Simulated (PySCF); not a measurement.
## Spinor energies of Bi³⁹⁺ (bismuth, charge +39)

Start: [Kr] 4d8; 4d3/2 filled at m_j = -3/2, -1/2, +1/2, +3/2; 4d5/2 filled at m_j = -1/2, +1/2, +3/2, +5/2. Calculated with PySCF 2.14 in an even-tempered Gaussian basis (16 s from 4.6 bohr⁻², ratio 2.8; 14 p from 5.9 bohr⁻², ratio 2.8; 9 d from 5.9 bohr⁻², ratio 2.8; 3 f from 26 bohr⁻², ratio 3): generalised Hartree-Fock with the X2C-1e Hamiltonian and a Gaussian nucleus; one run each with spin-orbit coupling (SO) switched off, then screened by Boettger's factors.

```csv
spinor shell,electrons,"ε, spin-free (eV)","ε, screened SO (eV)",weight of nominal j (screened SO),"rms radius, screened SO (bohr)"
1s1/2,2,-92725.4,-92683.2,1.000,0.0178
2s1/2,2,-18202.0,-18188.3,1.000,0.0719
2p1/2,2,-15835.5,-17517.9,1.000,0.0607
3s1/2,2,-5719.0,-5714.3,1.000,0.182
3p1/2,2,-5029.7,-5415.1,1.000,0.174
3p3/2,4,-5029.7,-4878.2,1.000,0.190
3d3/2,4,-4331.6,-4399.0,1.000,0.166
3d5/2,6,-4331.6,-4282.9,1.000,0.170
4s1/2,2,-2448.1,-2446.4,1.000,0.377
4p1/2,2,-2192.3,-2314.8,1.000,0.377
4p3/2,4,-2192.3,-2142.9,1.000,0.409
4d3/2,4,-1920.2,-1939.2,0.995,0.394
4d5/2,4,-1920.2,-1905.6,0.997,0.402
```

(1) Where does 2p3/2 lie, and what is the 2p spin-orbit splitting (screened SO)?

```csv
quantity,spin-free,screened SO
E (hartree),-20600.45525,-20642.67899
M_J,4,4
⟨J²⟩,20.001,20.001
⟨L²⟩,12.001,13.213
⟨S²⟩,2.000,1.873
```

Each row is a mean over spinors that exchange with the open shell spreads, by up to 23.721 eV (4p3/2).

Breit and QED terms are absent; they matter most for the inner s and p1/2 levels.

Densities and radii are taken from the X2C orbitals without a picture-change correction, which distorts them close to the nucleus.

Without spin-orbit coupling the j labels of p, d and f shells carry no meaning; the spin-free column gives the mean over the occupied spinors of each nl shell.

Results:

(1) At -15192.1 eV, 2325.8 eV above 2p1/2.
